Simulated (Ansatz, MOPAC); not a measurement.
Molecule: H9Si2N2O, charge 1, multiplicity 1. SMILES: [OH+]([SiH2]N)[SiH2]N

Atoms: N1, Si2, O3, Si4, N5, H6, H7, H8, H9, H10, H11, H12, H13, H14. Bonds: N1-Si2, N1-H6, N1-H7, Si2-O3, Si2-H8, Si2-H9, O3-Si4, O3-H10, Si4-N5, Si4-H11, Si4-H12, N5-H13, N5-H14.

Bond lengths (Å) and angles (degrees) optimised at PM7 with MOPAC; HF/3-21G with Ansatz (a first-principles code); B3LYP/LANL2DZ with Ansatz, each started from the B3LYP-D3(BJ)/def2-TZVP structure (Ansatz) of the last column. A row stands for all coordinates that are equal there; 11 of 30 kinds are shown. No wavenumbers were computed at B3LYP/LANL2DZ, so these may be saddle points.

| coordinate | PM7 | HF/3-21G | B3LYP/LANL2DZ | B3LYP-D3(BJ)/def2-TZVP |
|---|---|---|---|---|
| N1-Si2 | 1.718 | 1.706 | 1.703 | 1.677 |
| N1-H6 | 1.019 | 1.003 | 1.015 | 1.009 |
| Si2-O3 | 1.760 | 1.799 | 1.856 | 1.807 |
| Si2-H8 | 1.459 | 1.465 | 1.469 | 1.465 |
| Si2-H9 | 1.459 | 1.465 | 1.469 | 1.464 |
| O3-Si4 | 1.760 | 1.799 | 1.853 | 1.801 |
| O3-H10 | 1.050 | 0.977 | 0.983 | 0.971 |
| Si4-N5 | 1.718 | 1.706 | 1.701 | 1.673 |
| N1-Si2-O3 | 102.4 | 104.7 | 105.3 | 105.5 |
| Si2-O3-Si4 | 139.7 | 133.4 | 131.3 | 131.0 |
| O3-Si4-N5 | 102.4 | 104.7 | 106.8 | 108.6 |

Mean signed difference of all 13 bond lengths from B3LYP-D3(BJ)/def2-TZVP: PM7 0.007 Å, HF/3-21G 0.003 Å, B3LYP/LANL2DZ 0.016 Å.
